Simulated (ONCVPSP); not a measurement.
beryllium, ONCV: configuration errors across variants

```json
{
 "Element": "beryllium (Be)",
 "Generator": "ONCVPSP 4.0.1",
 "Type": "optimised norm-conserving Vanderbilt (ONCV)",
 "Functional": "LDA (Perdew-Wang 92)",
 "Relativity": "non-relativistic",
 "Frozen core": "[He]",
 "Valence charge": "2",
 "Reference configuration": "2s1 2p1",
 "Partial waves": "2s: rc 1.45 bohr, ncon 4, nbas 7, qcut 5.2 1/bohr, 2 projectors, debl 0.4 Ha; 2p: rc 3.70 bohr, ncon 4, nbas 8, qcut 3.4 1/bohr, 1 projector",
 "Local potential": "polynomial inside 1.25 bohr (lpopt 5, dvloc0 6 Ha)",
 "Core correction": "Teter function fitted to the true core (icmod 2), fcfact 0.35"
}
```

All-electron excitation energies from the reference (eV): (1) 2s2 2p0 -3.516; (2) 2s1 2p0 5.996; (3) 2s1.5 2p0 0.232; (4) 2s0 2p1 9.806.

2 further variants failed, have other tests or too few solved ones, and are left out.

A true bound ghost makes a file unfit for plane-wave use even where its test errors are small: the radial tests pick states by their node count and pass the ghost by.

Errors AE − PS in meV (a dash: test not solved or not reliable):

| change | (1) | (2) | (3) | (4) | bound ghosts | GHOST(+) flags above zero |
| --- | --- | --- | --- | --- | --- | --- |
| base | -13 | +56 | +15 | -44 | s | none |
| all radii but the core radius scaled by about 1.09 (s 1.58, p 4.02 bohr); local potential polynomial inside 1.36 bohr (lpopt 5, dvloc0 6 Ha) | -16 | +69 | +19 | -53 | none | s |
| all radii but the core radius scaled by about 1.22 (s 1.76, p 4.50 bohr); local potential polynomial inside 1.52 bohr (lpopt 5, dvloc0 6 Ha) | -21 | +91 | +25 | -66 | none | none |

Question: Give the same row for: all radii but the core radius scaled by about 1.30 (s 1.88, p 4.82 bohr); local potential polynomial inside 1.62 bohr (lpopt 5, dvloc0 6 Ha).

Answer: -25, +108, +31, -76; bound ghosts: none; GHOST(+) flags above zero: none.
